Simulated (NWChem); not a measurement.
Molecule: CaHSCl; SMILES [SH][Ca][Cl]

```xyz
4

Ca     0.3210    -0.0421     0.0064
Cl    -0.1687    -2.4409    -0.0054
S     -0.1298     2.4962    -0.0087
H     -1.4742     2.3975     0.1018
```
Atoms are numbered in this order, from 1.

Geometry: optimised at PBE0/def2-SVP.

Problem. List the 6 lowest vertical singlet excitations from Hartree-Fock/6-31+G* (spherical d), TDHF (NWChem).

Solution. 
| state | energy (eV) | oscillator strength | leading excitation (squared amplitude) |
|---|---|---|---|
| S1 | 4.59 | 0.067 | HOMO → LUMO (0.76) |
| S2 | 5.25 | 0.097 | HOMO−1 → LUMO (0.76) |
| S3 | 6.22 | 0.019 | HOMO → LUMO+6 (0.40) |
| S4 | 6.51 | 0.030 | HOMO → LUMO+5 (0.34) |
| S5 | 6.57 | 0.011 | HOMO → LUMO+7 (0.18) |
| S6 | 6.65 | 0.055 | HOMO−2 → LUMO (0.73) |
